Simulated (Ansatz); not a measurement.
Relaxation of a periodic cell of 17 atoms, LiSi$_{16}$ (host Si, host structure diamond, interstitial Li), cell charge +1, to a largest force component of 0.08 eV/Å in at most 25 steps.

Level of theory: DFT PBE, scalar-relativistic, plane waves, PAW (Ansatz). Settings: accuracy low, cutoff 420 eV, k mesh 2x2x2, fermi-dirac smearing 0.05 eV, no spin polarisation.

```xyz
17
Lattice="0.0000 5.4300 5.4300 5.4300 0.0000 5.4300 5.4300 5.4300 0.0000" Properties=species:S:1:pos:R:3:forces:R:3
Si 0.000 0.000 0.000 -0.18 -0.14 0.14
Si 1.357 1.357 1.357 0.03 -0.04 -0.39
Si 2.715 2.715 0.000 0.15 0.18 0.16
Si 4.072 4.072 1.357 0.01 -0.01 0.01
Si 2.715 0.000 2.715 0.47 -0.44 -0.39
Si 4.072 1.357 4.072 0.28 0.01 -0.01
Si 5.430 2.715 2.715 -0.15 0.13 -0.13
Si 6.787 4.072 4.072 0.00 -0.31 -0.02
Si 0.000 2.715 2.715 -0.75 0.79 -0.78
Si 1.357 4.072 4.072 0.03 0.39 0.04
Si 2.715 5.430 2.715 0.15 -0.16 -0.18
Si 4.072 6.787 4.072 -0.45 -0.02 0.02
Si 2.715 2.715 5.430 0.46 0.38 0.43
Si 4.072 4.072 6.787 -0.03 0.01 -0.02
Si 5.430 5.430 5.430 -0.47 -0.56 0.56
Si 6.787 6.787 6.787 0.00 0.02 0.31
Li 6.695 6.827 4.026 0.46 -0.24 0.26
```

Where does it end, and by what steps?

The forces met the threshold. The threshold is loose, so the end isn't yet a minimum. Limits of this set-up: low accuracy level, charged cell in a uniform background, uncorrected. After 2 steps the energy has fallen by 0.140 eV; Li17 moved furthest, 0.08 Å.

```csv
step,energy less start (eV),largest force component (eV/Å),accepted
0,0.0000,0.790,yes
1,-0.1280,0.222,yes
2,-0.1396,0.050,yes
```

```xyz
17
Lattice="0.0000 5.4300 5.4300 5.4300 0.0000 5.4300 5.4300 5.4300 0.0000" Properties=species:S:1:pos:R:3
Si -0.013 -0.008 0.007
Si 1.354 1.360 1.333
Si 2.722 2.728 0.009
Si 4.073 4.072 1.358
Si 2.734 -0.021 2.693
Si 4.089 1.358 4.071
Si 5.420 2.723 2.707
Si 6.785 4.053 4.072
Si -0.034 2.748 2.682
Si 1.354 4.097 4.069
Si 2.722 5.421 2.702
Si 4.046 6.789 4.071
Si 2.734 2.737 5.450
Si 4.060 4.077 6.782
Si 5.403 5.405 5.455
Si 6.785 6.787 6.806
Li 6.761 6.800 4.058
```

The run took 25 s on 1 thread of Arm Neoverse V1 (shared host), peak memory 0.55 GiB.
